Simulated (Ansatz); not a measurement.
# B2NH2OF (SMILES OB1NB1F): the energy to break a bond

B2NH2OF has 7 atoms, charge 0, and is taken as a singlet. As SMILES, `OB1NB1F`. Geometry: optimised at PBE0/def2-SVP. This is one conformer, not always the lowest.

| atom | x (Å) | y (Å) | z (Å) |
| --- | --- | --- | --- |
| O | -1.2817 | 0.1744 | 1.3139 |
| B | -0.3832 | 0.1472 | 0.3120 |
| N | 0.6330 | -0.7687 | -0.0949 |
| B | 0.5859 | 0.3437 | -0.9550 |
| F | 1.2521 | 0.7247 | -2.0292 |
| H | -1.8280 | 0.9660 | 1.2877 |
| H | 1.0831 | -1.6553 | 0.1200 |

Wanted: the dissociation energy of the H6–O1 bond into doublet H and doublet B2NHOF (shapes relaxed at PBE0/def2-SVP, no zero-point term). 1 Eh = 2625.50 kJ/mol = 27.2114 eV. Totals in Eh; open shells run unrestricted unless said.

```
                                  level  program      B2NH2OF  doublet H  doublet B2NHOF
                         SVWN5/def2-SVP   Ansatz  -278.479712  -0.477468     -277.856485
                           PBE/def2-SVP   Ansatz  -280.316553  -0.498629     -279.696133
B2PLYP/def2-SVP, 5 core orbitals frozen   Ansatz  -280.382827  -0.497926     -279.769312
```

Problem. Work out the dissociation energy at each level.

Solution. 
1. SVWN5/def2-SVP: (-0.477468) + (-277.856485) − (-278.479712) = 0.145759 Eh = 382.7 kJ/mol = 3.97 eV.
2. PBE/def2-SVP: (-0.498629) + (-279.696133) − (-280.316553) = 0.121791 Eh = 319.8 kJ/mol = 3.31 eV.
3. B2PLYP/def2-SVP: (-0.497926) + (-279.769312) − (-280.382827) = 0.115589 Eh = 303.5 kJ/mol = 3.15 eV.

The levels span 303 to 383 kJ/mol; no measured value is set beside them. A bond enthalpy at 298 K also holds the loss of zero-point energy and thermal terms.
